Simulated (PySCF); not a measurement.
# Correlation energy of B⁺ (boron, charge +1)

[He] 2s1 3d1, high-spin 3D determinant (an excited configuration). Computed with PySCF 2.14 in dyall-av3z (15s9p3d2f, 71 functions), with scalar relativity by spin-free X2C-1e. Frozen: 1s2; 2 electrons correlated; the 13 highest virtual orbitals of each spin left out.

With two correlated electrons CCSD is exact within the correlated space (frozen core and kept virtual orbitals).

| level | correlation energy (mhartree) |
| --- | --- |
| CCSD | -7.73 |

Diagnostics: T1 = 0.0091, D1 = 0.0180, largest double amplitude 0.079.

The outer electron is Rydberg-like, and this basis confines it to a smaller radius and binds it less than a complete one would.

Cost of the coupled-cluster step: roughly 1.5 core-seconds, for 2 correlated electrons.
